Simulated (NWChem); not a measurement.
# ZnH2O (SMILES [OH][ZnH]): entropy by statistical mechanics

A singlet with charge 0, relaxed at SVWN5/3-21G (NWChem 7.3.0):

```xyz
4

O     0.0714    1.2829    0.0006
Zn   -0.0206   -0.3552    0.0004
H    -0.4827    2.0972   -0.0082
H     0.5307   -1.7037   -0.0079
```

Harmonic wavenumbers in cm⁻¹: 375, 496, 565, 902, 1933, 3616.

Masses in u: O 15.999, Zn 65.38, H 1.008. Take T = 298.15 K, p = 1 bar, R = 8.3145 J/(mol K), kT/hc = 207.22 cm⁻¹, rigid rotor and harmonic oscillator.

Question: Work out S° at 298 K.

Answer: 
1. Translation (Sackur–Tetrode): S = R[3/2 ln M + 5/2 ln T − 1.1517] with M = 83.395 gives 164.0 J/(mol K).
2. Rotation: principal moments 0.628, 41.876, 42.504 u Å² give A, B, C = 26.847, 0.4026, 0.3966 cm⁻¹; the symmetry number is σ = 1; q = (√π/σ)√((kT/hc)³/ABC) = 2554; S = R(ln q + 3/2) = 77.7.
3. Vibration: with u = ν̃/207.22, each mode gives R[u/(eᵘ − 1) − ln(1 − e⁻ᵘ)]; the sum is 10.0, most from 375 cm⁻¹ (4.4), 496 cm⁻¹ (2.8), 565 cm⁻¹ (2.2).
4. Electronic: R ln 1 = 0.0, from the spin multiplicity alone.
5. Sum: 164.0 + 77.7 + 10.0 + 0.0 = 251.7 J/(mol K).

No measured value is set beside it here.
